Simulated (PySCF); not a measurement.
SMILES CC1=C(C)C=CC=C1C=O, C9H10O

Geometry (Å), atoms numbered from 1 in this order:
```xyz
20

C    -2.5574   -0.5690    0.0063
C    -1.2295    0.1316   -0.0773
C    -1.2019    1.5303   -0.1123
C    -0.0071    2.2431   -0.1894
C     1.1909    1.5493   -0.2329
C     1.1922    0.1498   -0.1995
C     2.5138   -0.5191   -0.2503
O     3.5660    0.0701   -0.3178
C    -0.0129   -0.5805   -0.1215
C    -0.0020   -2.0862   -0.0861
H    -2.6384   -1.1907    0.9123
H    -2.7287   -1.2307   -0.8578
H    -3.3792    0.1594    0.0318
H    -2.1506    2.0734   -0.0776
H    -0.0199    3.3351   -0.2149
H     2.1558    2.0578   -0.2936
H     2.5015   -1.6349   -0.2227
H    -1.0152   -2.4988   -0.0257
H     0.4683   -2.5114   -0.9863
H     0.5566   -2.4692    0.7820
```

Method used: PySCF, TDDFT CAM-B3LYP/aug-cc-pVDZ excited states, vertical, gas phase. Geometry: PBE0-D3(BJ)/def2-SVP.

Singlets 4 and 5 lie within 0.01 eV of each other, so their separate moments and overlaps can depend on how they mix.

Task: How strongly do the lowest singlets absorb one photon, and two photons of half the energy?

Result: δ for parallel linear polarisation; σ at the peak of a Lorentzian of half width 0.1 eV, single beam; Ω is circular over linear.
```
state  E (eV)      f  photon λ (nm)  δ (au)  σ (GM)     Ω                                  main
   S1    3.75  0.000            662    0.13    0.00  1.50                      HOMO−2→LUMO 0.89
   S2    4.60  0.041            539    47.6    0.37  1.42    HOMO→LUMO 0.85, HOMO−1→LUMO+3 0.10
   S3    5.08  0.199            488     159    1.51  0.85                      HOMO−1→LUMO 0.90
   S4    6.28  0.006            395    4.75    0.07  1.50                      HOMO→LUMO+1 0.83
   S5    6.29  0.271            394    24.9    0.36  0.82  HOMO−1→LUMO+3 0.57, HOMO→LUMO+3 0.19
   S6    6.37  0.395            389    32.9    0.49  0.81  HOMO→LUMO+3 0.68, HOMO−1→LUMO+3 0.19
```

Among these, the strongest one-photon state is S6, the strongest two-photon state S3, with a dipole change of 2.7 D (relaxed, norm of the difference vector).
